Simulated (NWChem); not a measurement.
Molecule: HfH₄O₂; SMILES [OH][HfH2][OH]

```xyz
7

Hf     0.0000     0.0000    -0.1844
O      1.6358     0.0000     0.8038
H      2.3219     0.0000     1.4694
O     -1.6358     0.0000     0.8038
H     -2.3219     0.0000     1.4694
H      0.0000    -1.5174    -1.2621
H      0.0000     1.5174    -1.2621
```
Atoms are numbered in this order, from 1.

All runs: NWChem. All runs use the structure optimised with PBE0/def2-SVP. def2 effective core potentials on Hf; no spin-orbit coupling. B3LYP is NWChem's, with the RPA form of VWN correlation. Ions are spin-unrestricted doublets at the neutral geometry; other ion states weren't tried.

### Question
Estimate the computed values for B3LYP/def2-SVP. Quantities: vertical ionisation energy, ΔSCF (eV); −ε(HOMO) (eV).

### Answer
The vertical ionisation energy, ΔSCF (eV) comes out as 9.80. The −ε(HOMO) (eV) comes out as 7.33.
